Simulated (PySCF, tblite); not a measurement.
Isomers of C5H12P2Si, one GFN2-xTB conformer each. Single-point energies are computed at PBE0/pcSseg-1 (PySCF, gas phase, no added dispersion term), electronic only.

Question: Rank them by PBE0/pcSseg-1 energy, lowest first (kJ/mol).
A. `[SiH3:1][CH2:2]/[P:3]=[P:4]/[CH:5]1[CH2:6][CH2:7][CH2:8]1` with Si1–C2–P3–P4 89°, P3–P4–C5–C6 116°, P4–C5–C6–C7 105°, C5–C6–C7–C8 11°, C6–C7–C8–C5 -11°, P4–C5–C8–C7 -104°
B. `[CH3:1][C:2]1=[C:3]([SiH3:4])[CH2:5][P:6]([PH2:7])[CH2:8]1` with C5–P6–P7–H 89° and -179°, C2–C3–C5–P6 16°, C3–C5–P6–P7 75°, C5–P6–C8–C2 21°, C1–C2–C8–P6 165°

Answer: B (0.0), A (72.3).

As drawn, the lower has a C=C bond outside aromatic rings, which the higher lacks; the higher has a four-membered ring, which the lower lacks. GFN2-xTB itself gives, in the same order: 0.0, 81.9. Both levels put the same isomer lowest.

Q: Which frontier levels, dipoles and rotational constants go with these structures?

A: 
| SMILES | HOMO (eV, PBE0/pcSseg-1) | LUMO (eV) | dipole (D) | A, B, C (MHz) |
| --- | --- | --- | --- | --- |
| CC1=C([SiH3])CP(P)C1 | -6.36 | -0.28 | 1.01 | 1721, 814.3, 719.7 |
| [SiH3]C/P=P/C1CCC1 | -6.88 | -2.41 | 0.30 | 3124, 502.7, 475.9 |

Q: What happens when harmonic zero-point energies from GFN2-xTB frequencies are added?

A: 
```csv
SMILES,ZPE (kJ/mol),electronic (kJ/mol),with ZPE (kJ/mol)
CC1=C([SiH3])CP(P)C1,383.6,0.0,0.0
[SiH3]C/P=P/C1CCC1,400.9,72.3,89.6
```

The zero-point energies span 17.3 kJ/mol. The order is unchanged.
